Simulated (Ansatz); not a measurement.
The cluster Hg₅⁺, relaxed as a doublet with UKS PBE0/def2-SVP in Ansatz, starting from the GFN1-xTB geometry. Force threshold 0.02 eV/Å.

In the def2 sets Hg takes a core potential; there is no spin–orbit coupling. The relaxation made no stability test and no search for a lower SCF solution. The structure comes from a short search, and lower isomers may exist.

Start:

| atom | x (Å) | y (Å) | z (Å) |
| --- | --- | --- | --- |
| Hg1 | 1.128 | 1.199 | 0.907 |
| Hg2 | -1.282 | -0.273 | 2.178 |
| Hg3 | 2.029 | -1.442 | -0.435 |
| Hg4 | -0.563 | 1.874 | -1.584 |
| Hg5 | -1.313 | -1.358 | -1.065 |

Task: Estimate the energy that the relaxation releases and the steps that it takes.

Result: 0.4 kcal/mol, in 4 steps; 25 s on 4 threads of Arm Neoverse V2 on a shared host. No frequencies were taken in this run, so the end may be a saddle point.

Task: Does the start keep its bonding and symmetry?

Result: By distances, no bond broke or formed. The bond that changes most is Hg2–Hg5, from 3.42 to 3.21 Å (atoms count from 1). The end is the same structure that another start reached. Point group Cs at the start, D3h at the end, both within 0.05 Å.

Task: Predict the relaxed structure.

Result: 
Cartesian coordinates in Å:
```
Hg 1.2046 1.2695 0.9648
Hg -1.3323 -0.3242 2.0947
Hg 1.9546 -1.4878 -0.4801
Hg -0.6173 1.8145 -1.6109
Hg -1.2096 -1.2720 -0.9685
```
Bond lengths (bridged metal pairs left out): .
